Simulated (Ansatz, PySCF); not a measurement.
Energy difference 2 R1 → P1, each structure at its B3LYP-D3(BJ)/def2-TZVP stationary point, reached from a drawn start (curvature not checked).
R1, As2 (SMILES [As]#[As]) (charge 0, multiplicity 1):
| atom | x (Å) | y (Å) | z (Å) |
|---|---|---|---|
| As | -1.0521 | 0.0000 | 0.0000 |
| As | 1.0521 | 0.0000 | 0.0000 |
P1: As4 (SMILES [As]12[As]3[As]1[As]23), charge 0, multiplicity 1.

P less R. No zero-point or thermal terms; no spin–orbit coupling.

Run with Ansatz (a quantum-chemistry and plane-wave program) with Gaussian orbitals; PySCF for the D3/D4 terms. No computed number here is a measurement.

Question: One of these levels gives -63.76 kcal/mol for the reaction energy. Which?
A. HF/cc-pVDZ
B. PBE0/def2-TZVPP
C. wB97M-V/def2-TZVPP
D. B3LYP-D4/def2-TZVPP

Answer: C, wB97M-V/def2-TZVPP. The others give -42.58 (HF/cc-pVDZ), -57.40 (B3LYP-D4/def2-TZVPP), -69.48 (PBE0/def2-TZVPP)
